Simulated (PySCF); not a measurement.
Compound: C5H3O2S (charge -1).
Z-matrix (Å and degrees, GFN2-xTB geometry), rows numbered from 1:
```
O 
C   1  1.2368
O   2  1.2369  1  130.87
C   2  1.5450  1  114.70  3  -179.98
C   4  1.3615  2  130.82  1     0.12
C   5  1.4133  4  113.51  2   179.95
C   6  1.3583  5  112.20  4     0.01
S   7  1.7268  6  112.02  5    -0.01
H   5  1.0760  4  122.09  2    -0.01
H   6  1.0796  5  124.01  4   179.94
H   7  1.0738  6  128.33  5  -179.93
```

The closed-shell ground state was solved at several levels (PySCF, density fitting, gas phase, non-relativistic). No diffuse functions stand in pcSseg-1, which bears on an anion's orbital energies.

| level | basis functions | total energy (Eh) | HOMO (eV) | LUMO (eV) | gap (eV) |
| --- | --- | --- | --- | --- | --- |
| PBE0/pcSseg-1 | 158 | -740.4620 | -1.70 | 3.34 | 5.04 |
| wB97X-D/def2-SVPD | 197 | -740.5634 | -4.05 | 4.80 | 8.85 |

(1) What might PBE0/def2-SVPD (197 basis functions) give for the same quantities?

(2) Over all these levels, which gives the widest orbital gap and which the narrowest?

Answers

(1) Total energy -740.1700 Eh, HOMO -2.11 eV, LUMO 3.11 eV, gap 5.22 eV.

(2) wB97X-D/def2-SVPD (range-separated hybrid) has the widest, 8.85 eV, and PBE0/pcSseg-1 (global hybrid, 25 % exact exchange) the narrowest, 5.04 eV. Functional and basis both differ between the two, so the spread mixes both effects.

Note: wB97X-D ran without an empirical dispersion term, which enters the total energy and its gradient alone.
